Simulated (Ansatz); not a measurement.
Reactions of C₂H₄GaN (`[GaH2][C]1=NC1`).

Gas-phase electronic energies from Ansatz, PBE0-D4/def2-TZVP geometries. CCSD(T)/CBS is the MP2 limit (def2-TZVPP, def2-QZVPP) plus CCSD(T) − MP2 in def2-TZVPP, frozen cores. Functionals use def2-TZVPP. Elements past krypton have def2 core potentials. For Ga, Te outer-core shells are correlated without core-valence functions, which leaves a few kJ/mol of doubt a bond. Scalar relativity is left out up to krypton. Each species was taken in one conformer, which may not be the lowest.

| reaction | CCSD(T)/CBS(def2) (kJ/mol) |
| --- | --- |
| `[GaH2][C]1=NC1` + `[SiH3]CS` → `[SiH3]C[S][GaH2]` + `C1=NC1` | ? |
| `[GaH2][C]1=NC1` + `C[SiH](C)C` → `C[Si](C)(C)[GaH2]` + `C1=NC1` | 16 |
| `[GaH2][C]1=NC1` + `C=CC[TeH]` → `C=C[CH2][GaH2]` + `[TeH]C1=NC1` | -2 |
| `[GaH2][C]1=NC1` + `CC[SiH2]P` → `P[SiH2][GaH2]` + `CCC1=NC1` | 2 |

Q: Fill in the missing values. (Estimate.)

A: Ansatz gave: `[GaH2][C]1=NC1` + `[SiH3]CS` → `[SiH3]C[S][GaH2]` + `C1=NC1`: -83.5 kJ/mol.

Largest T1 diagnostic: 0.014, for `P[SiH2][GaH2]`.
